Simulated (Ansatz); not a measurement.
The Ge1–H4 bond of GeH4O2 (SMILES [OH][GeH2][OH]) is stretched (multiplicity 1, the rest rigid).
Geometry at rest (charge 0, multiplicity 1):
```csv
atom,x (Å),y (Å),z (Å)
Ge,0.3388,-0.0657,0.0076
O,-0.4294,1.4326,0.6050
O,-0.9067,-1.1736,-0.6349
H,1.0267,-0.6379,1.2533
H,1.2437,0.1980,-1.2024
H,-0.8834,1.9237,-0.0877
H,-1.5407,-1.4539,0.0334
```

Cores are frozen in the correlated methods. Filled d and f shells under p-block atoms count as core.

The values were computed with Ansatz (Gaussian basis) for Hartree–Fock, density functionals and correlated methods. 

FIC-MRCISD+Q on CASSCF(2,2)/cc-pVTZ, total energies (hartree):

| R (Å) | CASSCF | MRCISD | weight c² of the reference |
|---|---|---|---|
| 1.534 | -2227.585390 | -2228.132906 | 0.88704 |
| 2.684 | -2227.489318 | -2228.028168 | 0.88755 |
| 4.908 | -2227.455146 | -2227.990874 | 0.88860 |

Q: Add the Davidson correction (E_MRCISD − E_CASSCF)(1 − c²)/c² and give the energies above the first point at the three levels.

A: 
Corrections (hartree): -0.069727, -0.068268, -0.067159. Above the first point (kcal/mol):
- R = 2.684 Å: CASSCF 60.3, MRCISD 65.7, with the correction 66.6
- R = 4.908 Å: CASSCF 81.7, MRCISD 89.1, with the correction 90.7

Ansatz is a program for electronic structure.
